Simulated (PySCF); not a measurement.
These are B3LYP-D3(BJ)/def2-TZVP (PySCF) values and carry that method's errors. All species are isolated molecules in the gas phase. One relaxed conformer stands for a flexible species; it need not be the lowest. B3LYP has the VWN-RPA correlation part, as in Gaussian. 

Reference species (SMILES): `[BH2]` (neutral, multiplicity 2).

```json
{
  "highest_occupied_spin_orbital": "-5.87 eV"
}
```

Changed species: `[SiH2]S` (radical fragment; the reference has radical fragment).

Question: Predict the effect on the highest occupied spin orbital.

Answer: the highest occupied spin orbital rises by 0.08 eV, to -5.79 eV.
